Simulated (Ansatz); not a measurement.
Si6Cl6 prismane (Si₆Cl₆), relaxed as a singlet with RKS PBE0-D4/def2-SVP in Ansatz, starting from the GFN1-xTB geometry. Force threshold 0.03 eV/Å.

Start:

Cartesian coordinates in Å:
```
Si -1.2583 -0.8061 -1.0985
Cl -2.6202 -1.7248 -2.3195
Si -0.7943 1.5501 -0.6407
Cl -1.6338 3.2747 -1.3537
Si -1.4267 0.0516 1.1840
Cl -2.9745 0.0919 2.5225
Si 0.8925 -0.4774 1.5530
Cl 1.8437 -1.0033 3.2879
Si 1.0611 -1.3344 -0.7298
Cl 2.2013 -2.8231 -1.5515
Si 1.5249 1.0214 -0.2714
Cl 3.1844 2.1794 -0.5823
```

Problem. Estimate the energy that the relaxation releases and the steps that it takes.

Solution. 0.08 eV, in 3 steps; 25 s on 4 threads of Arm Neoverse V2 on a shared host. No frequencies were taken in this run, so the end may be a saddle point.

Problem. Does the start keep its bonding and symmetry?

Solution. By distances, no bond broke or formed. The bond that changes most is Si1–Si3, from 2.44 to 2.40 Å (atoms count from 1). Point group D3h at the start, D3h at the end, both within 0.05 Å.

Problem. Predict the relaxed structure.

Solution. 
| atom | x (Å) | y (Å) | z (Å) |
| --- | --- | --- | --- |
| Si1 | -1.238 | -0.790 | -1.077 |
| Cl2 | -2.602 | -1.724 | -2.315 |
| Si3 | -0.784 | 1.519 | -0.629 |
| Cl4 | -1.618 | 3.267 | -1.349 |
| Si5 | -1.403 | 0.051 | 1.160 |
| Cl6 | -2.957 | 0.090 | 2.520 |
| Si7 | 0.880 | -0.469 | 1.523 |
| Cl8 | 1.828 | -0.998 | 3.281 |
| Si9 | 1.045 | -1.309 | -0.714 |
| Cl10 | 2.184 | -2.815 | -1.553 |
| Si11 | 1.499 | 0.999 | -0.265 |
| Cl12 | 3.165 | 2.178 | -0.584 |
Bond lengths: 9 × Si–Si 2.37 to 2.40 Å; 6 × Cl–Si 2.07 Å.
